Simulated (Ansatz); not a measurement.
Reactions of C₂H₇BS (`CCBS`).

Calculated with Ansatz (gas phase, PBE0-D4/def2-TZVP geometries, no zero-point term in ΔE). CCSD(T)/CBS is the MP2 limit (def2-TZVPP, def2-QZVPP) plus CCSD(T) − MP2 in def2-TZVPP, frozen cores. Small cases extrapolate CCSD(T) itself. Each species was taken in one conformer, which may not be the lowest.

**Question.** Order these by ΔE at CCSD(T)/CBS, lowest first. (Estimate.)
A. `CCBS` + `[SiH3]S` → `CCBS[SiH3]` + H₂S
B. `CCBS` + `N[SiH3]` → `[SiH3]NBS` + `CC`
C. `CCBS` + H₂ → `CBS` + CH₄
D. `CCBS` + `BCCB` → `BCBCC` + `BCS`
E. `CCBS` + CH₃NH₂ → `CCBNC` + H₂S
F. `CCBS` + CH₃SH → `CCBSC` + H₂S
G. `CCBS` + `N[SiH3]` → `CCBN[SiH3]` + H₂S
H. `CCBS` → `BS` + `C=C`

**Answer.** B (-114.6 kJ/mol), C (-77.9 kJ/mol), E (-56.4 kJ/mol), G (-40.0 kJ/mol), F (-6.2 kJ/mol), A (+3.0 kJ/mol), D (+94.5 kJ/mol), H (+144.9 kJ/mol).

Largest T1 diagnostic: 0.015, for `BS`.

Extrapolated directly: `CCBS` → `BS` + `C=C`.
